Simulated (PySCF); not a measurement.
PySCF input for CH6SSi, SMILES S(C)[SiH3], TDDFT-M06-2X/def2-SVPD. The structure is a stationary point at B3LYP-D3(BJ)/def2-SVP.

```python
import numpy as np
from pyscf import gto, scf, dft, tdscf

mol = gto.M(
    atom='''
    Si   -0.22624460    1.36008732    0.00000000
    S     0.74581229   -0.55722607    0.00000000
    C    -0.73337296   -1.64995028    0.00000000
    H     0.86291045    2.37395310    0.00000000
    H    -1.08775849    1.53496185    1.20722716
    H    -1.08775849    1.53496186   -1.20722716
    H    -1.34587081   -1.49321603   -0.89977516
    H    -0.36098626   -2.68334850   -0.00000000
    H    -1.34587081   -1.49321603    0.89977515
    ''',
    basis='def2-SVPD',
    charge=0,
    spin=0,
    symmetry=True,
    max_memory=1600,
    verbose=4,
)
mf = dft.RKS(mol, xc='m06-2x').density_fit(auxbasis='def2-universal-jkfit')
mf.grids.level = 4
mf.conv_tol = 1e-9
mf.max_cycle = 100
mf.kernel()
mf.grids = dft.Grids(mol).set(level=2).build(with_non0tab=True)  # coarser grid for the response kernel
td = tdscf.TDDFT(mf)
td.singlet = True
td.nstates = 10
td.conv_tol = 1e-4
td.kernel(x0=td.get_init_guess(mf, 15))
td.analyze()
tt = tdscf.TDA(mf)
tt.singlet = False
tt.nstates = 4
tt.conv_tol = 1e-4
tt.kernel(x0=tt.get_init_guess(mf, 9))
tt.analyze(verbose=3)
```

It prints:

```
PySCF version 2.14.0

[INPUT] verbose = 4
[INPUT] num. atoms = 9
[INPUT] num. electrons = 42
[INPUT] charge = 0
[INPUT] spin (= nelec alpha-beta = 2S) = 0
[INPUT] symmetry True subgroup None
[INPUT] Mole.unit = angstrom
[INPUT] Symbol           X                Y                Z      unit          X                Y                Z       unit  Magmom
[INPUT]  1 Si    -0.226244600000   1.360087320000   0.000000000000 AA   -0.427540331162   2.570192540294   0.000000000000 Bohr   0.0
[INPUT]  2 S      0.745812290000  -0.557226070000   0.000000000000 AA    1.409380968435  -1.053004661768   0.000000000000 Bohr   0.0
[INPUT]  3 C     -0.733372960000  -1.649950280000   0.000000000000 AA   -1.385874041562  -3.117954148349   0.000000000000 Bohr   0.0
[INPUT]  4 H      0.862910450000   2.373953100000   0.000000000000 AA    1.630664420525   4.486121191562   0.000000000000 Bohr   0.0
[INPUT]  5 H     -1.087758490000   1.534961850000   1.207227160000 AA   -2.055565635770   2.900657508156   2.281328702536 Bohr   0.0
[INPUT]  6 H     -1.087758490000   1.534961860000  -1.207227160000 AA   -2.055565635770   2.900657527053  -2.281328702536 Bohr   0.0
[INPUT]  7 H     -1.345870810000  -1.493216030000  -0.899775160000 AA   -2.543327229947  -2.821769341510  -1.700328626087 Bohr   0.0
[INPUT]  8 H     -0.360986260000  -2.683348500000   0.000000000000 AA   -0.682165166131  -5.070793761762   0.000000000000 Bohr   0.0
[INPUT]  9 H     -1.345870810000  -1.493216030000   0.899775150000 AA   -2.543327229947  -2.821769341510   1.700328607189 Bohr   0.0

nuclear repulsion = 151.575539082368
point group symmetry = Cs
symmetry origin: [ 3.14954354e-09 -3.14954364e-09 -4.49934793e-10]
symmetry axis x: [1.00000000e+00 5.42659328e-10 8.86986729e-10]
symmetry axis y: [ 5.42659328e-10 -1.00000000e+00 -4.42203581e-11]
symmetry axis z: [-8.86986729e-10 -4.42205497e-11  1.00000000e+00]
num. orbitals of irrep A' = 78
num. orbitals of irrep A" = 41
number of shells = 53
number of NR pGTOs = 177
number of NR cGTOs = 119
basis = def2-SVPD
ecp = {}


******** <class 'pyscf.df.df_jk.DFSymAdaptedRKS'> ********
method = DFSymAdaptedRKS
initial guess = minao
damping factor = 0
level_shift factor = 0
DIIS = <class 'pyscf.scf.diis.CDIIS'>
diis_start_cycle = 1
diis_space = 8
diis_damp = 0
SCF conv_tol = 1e-09
SCF conv_tol_grad = None
SCF max_cycles = 100
direct_scf = False
XC library pyscf.dft.libxc version 7.1.2
    S. Lehtola, C. Steigemann, M. J. T. Oliveira, and M. A. L. Marques,  SoftwareX 7, 1–5 (2018)
XC functionals = m06-2x
    Y. Zhao and D. G. Truhlar,  Theor. Chem. Acc. 120, 215 (2008)
    Y. Zhao and D. G. Truhlar,  Theor. Chem. Acc. 120, 215 (2008)
radial grids:
    Treutler-Ahlrichs [JCP 102, 346 (1995); DOI:10.1063/1.469408] (M4) radial grids

becke partition: Becke, JCP 88, 2547 (1988); DOI:10.1063/1.454033
pruning grids: <function nwchem_prune>
grids dens level: 4
symmetrized grids: True
atomic radii adjust function: <function treutler_atomic_radii_adjust>
small_rho_cutoff = 0
Freeze 0 electrons in irreps []
    42 free electrons in irreps A' A"
Set gradient conv threshold to 3.16228e-05
Initial guess from minao.
tot grids = 180464
******** <class 'pyscf.df.df.DF'> ********
auxbasis = def2-universal-jkfit
init E= -729.041106464767
HOMO (A") = -0.28866969793786  LUMO (A') = -0.0232754818760283  gap/eV = 7.22174
cycle= 1 E= -729.091987704015  delta_E= -0.0509  |g|= 0.208  |ddm|= 3.04
HOMO (A") = -0.276124239441371  LUMO (A') = 0.0159816363656549  gap/eV = 7.94861
cycle= 2 E= -729.101164113559  delta_E= -0.00918  |g|= 0.151  |ddm|= 0.563
HOMO (A") = -0.300610032200281  LUMO (A') = 0.0197700580300273  gap/eV = 8.71799
cycle= 3 E= -729.108735442339  delta_E= -0.00757  |g|= 0.026  |ddm|= 0.293
HOMO (A") = -0.297521269508139  LUMO (A') = 0.0209353483337424  gap/eV = 8.66565
cycle= 4 E= -729.108954226563  delta_E= -0.000219  |g|= 0.00792  |ddm|= 0.0596
HOMO (A") = -0.297733524958037  LUMO (A') = 0.0208342222846598  gap/eV = 8.66867
cycle= 5 E= -729.10897070196  delta_E= -1.65e-05  |g|= 0.00252  |ddm|= 0.0174
HOMO (A") = -0.297782156297127  LUMO (A') = 0.020803284097207  gap/eV = 8.66915
cycle= 6 E= -729.108972635832  delta_E= -1.93e-06  |g|= 0.000611  |ddm|= 0.00469
HOMO (A") = -0.297708738590498  LUMO (A') = 0.0208364337257891  gap/eV = 8.66806
cycle= 7 E= -729.108972763169  delta_E= -1.27e-07  |g|= 9.41e-05  |ddm|= 0.00147
HOMO (A") = -0.297729711032455  LUMO (A') = 0.0208311674601269  gap/eV = 8.66848
cycle= 8 E= -729.10897276702  delta_E= -3.85e-09  |g|= 3e-05  |ddm|= 0.00025
HOMO (A") = -0.297725240852194  LUMO (A') = 0.0208328155054835  gap/eV = 8.66841
cycle= 9 E= -729.108972767385  delta_E= -3.65e-10  |g|= 5.78e-06  |ddm|= 7.45e-05
HOMO (A") = -0.297726821755979  LUMO (A') = 0.0208323152280849  gap/eV = 8.66844
Extra cycle  E= -729.108972767391  delta_E= -6.37e-12  |g|= 3.46e-06  |ddm|= 2.14e-05
converged SCF energy = -729.108972767391
tot grids = 67112


******** <class 'pyscf.tdscf.rks.TDDFT'> for <class 'pyscf.df.df_jk.DFSymAdaptedRKS'> ********
nstates = 10 singlet
deg_eia_thresh = 1.000e-03
wfnsym = None
conv_tol = 0.0001
eigh lindep = 1e-12
eigh level_shift = 0
eigh max_cycle = 100


Excitation energies (eV)
[5.47590104 5.98544672 6.71045127 7.003285   7.25534639 7.36851476
 7.61545431 7.78551712 7.79804804 7.84296881]

** Singlet excitation energies and oscillator strengths **
Excited State   1:   A"      5.47590 eV    226.42 nm  f=0.0051
      21 -> 22        0.61328
      21 -> 24        0.21778
      21 -> 29        0.18618
      21 -> 30       -0.13830
Excited State   2:   A"      5.98545 eV    207.14 nm  f=0.0147
      21 -> 22       -0.27134
      21 -> 23       -0.16089
      21 -> 24        0.59297
      21 -> 29        0.16370
Excited State   3:   A"      6.71045 eV    184.76 nm  f=0.0000
      21 -> 23       -0.66357
      21 -> 24       -0.15575
      21 -> 32        0.10527
Excited State   4:   A"      7.00328 eV    177.04 nm  f=0.0000
      21 -> 25        0.49915
      21 -> 27       -0.44953
      21 -> 32       -0.14666
Excited State   5:   A'      7.25535 eV    170.89 nm  f=0.0005
      20 -> 22       -0.38525
      20 -> 24       -0.10544
      21 -> 26       -0.23266
      21 -> 28        0.48860
      21 -> 31       -0.13989
Excited State   6:   A"      7.36851 eV    168.26 nm  f=0.0151
      21 -> 25       -0.46099
      21 -> 27       -0.51660
Excited State   7:   A'      7.61545 eV    162.81 nm  f=0.0733
      20 -> 23        0.10409
      20 -> 24       -0.14587
      21 -> 26        0.63249
      21 -> 28        0.22799
Excited State   8:   A'      7.78552 eV    159.25 nm  f=0.0728
      20 -> 22        0.33409
      20 -> 23       -0.22538
      20 -> 24        0.34316
      20 -> 29        0.16203
      21 -> 28        0.40355
Excited State   9:   A"      7.79805 eV    158.99 nm  f=0.0045
      21 -> 22       -0.13955
      21 -> 24       -0.25320
      21 -> 25       -0.10165
      21 -> 29        0.60158
      21 -> 30       -0.12206
Excited State  10:   A'      7.84297 eV    158.08 nm  f=0.1668
      20 -> 22       -0.42800
      20 -> 24        0.48792
      20 -> 29        0.11686
      21 -> 26        0.16279
      21 -> 28       -0.13730

** Transition electric dipole moments (AU) **
state          X           Y           Z        Dip. S.      Osc.
  1         0.0000     -0.0000      0.1950      0.0380      0.0051
  2        -0.0000      0.0000     -0.3163      0.1001      0.0147
  3        -0.0000     -0.0000      0.0123      0.0002      0.0000
  4        -0.0000      0.0000     -0.0166      0.0003      0.0000
  5        -0.0436      0.0294     -0.0000      0.0028      0.0005
  6        -0.0000      0.0000      0.2888      0.0834      0.0151
  7         0.5997     -0.1821      0.0000      0.3928      0.0733
  8         0.1486     -0.5995     -0.0000      0.3814      0.0728
  9         0.0000      0.0000      0.1531      0.0235      0.0045
 10        -0.5391      0.7598      0.0000      0.8679      0.1668

** Transition velocity dipole moments (imaginary part, AU) **
state          X           Y           Z        Dip. S.      Osc.
  1        -0.0000      0.0000      0.0378      0.0014      0.0047
  2        -0.0000      0.0000     -0.0766      0.0059      0.0178
  3        -0.0000     -0.0000     -0.0108      0.0001      0.0003
  4        -0.0000      0.0000     -0.0153      0.0002      0.0006
  5        -0.0127      0.0113     -0.0000      0.0003      0.0007
  6        -0.0000      0.0000      0.0949      0.0090      0.0222
  7         0.1844     -0.0613      0.0000      0.0378      0.0900
  8         0.0442     -0.1777     -0.0000      0.0336      0.0782
  9        -0.0000      0.0000      0.0449      0.0020      0.0047
 10        -0.1699      0.2376     -0.0000      0.0853      0.1973

** Transition magnetic dipole moments (imaginary part, AU) **
state          X           Y           Z
  1        -0.2145      0.3151      0.0000
  2        -0.5257     -0.2830     -0.0000
  3         0.2108      0.6833      0.0000
  4         0.2979      0.9461     -0.0000
  5         0.0000     -0.0000      0.2522
  6        -0.2328      0.3325     -0.0000
  7        -0.0000      0.0000     -0.1983
  8        -0.0000      0.0000      0.9990
  9         0.5395      0.2835      0.0000
 10        -0.0000      0.0000     -0.3477


******** <class 'pyscf.tdscf.rks.TDA'> for <class 'pyscf.df.df_jk.DFSymAdaptedRKS'> ********
nstates = 4 triplet
deg_eia_thresh = 1.000e-03
wfnsym = None
conv_tol = 0.0001
eigh lindep = 1e-12
eigh level_shift = 0
eigh max_cycle = 100


Excitation energies (eV)
[5.22320647 5.59093416 6.57267035 6.75139246]

** Triplet excitation energies and oscillator strengths **
Excited State   1:   A"      5.22321 eV    237.37 nm  f=0.0000
Excited State   2:   A"      5.59093 eV    221.76 nm  f=0.0000
Excited State   3:   A"      6.57267 eV    188.64 nm  f=0.0000
Excited State   4:   A'      6.75139 eV    183.64 nm  f=0.0000
```

The calculation finished and met its thresholds.
